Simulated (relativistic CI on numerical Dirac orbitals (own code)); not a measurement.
# Zr³⁺: what numerical and physical settings do to a radial Dirac CI calculation

Reference input:

```
atom Zr  Z=40  charge=3  electrons=37
nucleus A=90  rms_radius_fm=4.2694
hamiltonian dirac-coulomb  breit=on  qed=on  c_scale=1
orbitals kli  potential=per-configuration
slater_scale 1
correlation none
mixing on
grid step=0.0125 r_max=37.3
scf mixing=0.4 start=green max_iterations=150 tolerance=2e-08 node_fill=0.05
configurations
  [Kr] 4d
end
```

Computed lowest total energy -3592.21472 Ha, first excitation 1112.7 cm⁻¹, 11 SCF steps. Runs with settings changed; * marks those that are bad on purpose:

```
                             Changed    Outcome  Lowest level   ΔE (Ha)  First excitation (cm⁻¹)  SCF steps  Message
SCF tolerance 0.0001, Breit term off  converged     4d 2D_3/2     -2.05                   1177.9          8         
       end of the grid at 18.65 bohr  converged     4d 2D_3/2  1.36e-12                   1112.7         11         
                    Slater scale 1.2  converged     4d 2D_3/2         0                   1112.7         11         
    node fill of the KLI weights 5 *  converged     4d 2D_3/2     0.424                   1321.6         12         
          nuclear radius 42.694 fm *  converged     4d 2D_3/2      3.16                   1113.6         11
```

With so few configurations and no correlation, terms lie too far apart (by 10 to 50 % near neutrality), their order can be wrong, and levels of other configurations are missing.
